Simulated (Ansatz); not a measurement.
System: sum formula SiHCl₃ (charge 0, singlet). 
Geometry from a B3LYP-D3(BJ)/def2-TZVP (Ansatz, a quantum-chemistry and plane-wave program) optimisation:
SMILES: Cl[SiH](Cl)Cl
```xyz
5

Si     0.0220     0.0063     0.5014
Cl     1.7038    -0.8807    -0.2402
Cl    -1.6228    -1.0461    -0.0923
Cl    -0.1042     1.9202    -0.1959
H      0.0861     0.0245     1.9632
```

Basis-set convergence of Hartree-Fock and MP2 correlation energies (hartree) with Ansatz. Cores are frozen in the correlated levels unless marked. Spin-orbit coupling is left out. Non-relativistic.

```
basis            functions        E(HF)  E(corr, MP2)
---------------  ---------  -----------  ------------
aug-cc-pV(D+d)Z        137  -1668.20177      -0.54467
aug-cc-pV(T+d)Z        243  -1668.25946      -0.69559
aug-cc-pV(Q+d)Z        402  -1668.27260      -0.75643
```

Extrapolating the two largest sets (X = 3 and 4) as X^-3: E(corr) = (64·(-0.75643) - 27·(-0.69559))/37 = -0.8008 Eh, an estimate of the basis-set limit. The largest set recovers 94.5 % of it, the smallest 68.0 %.
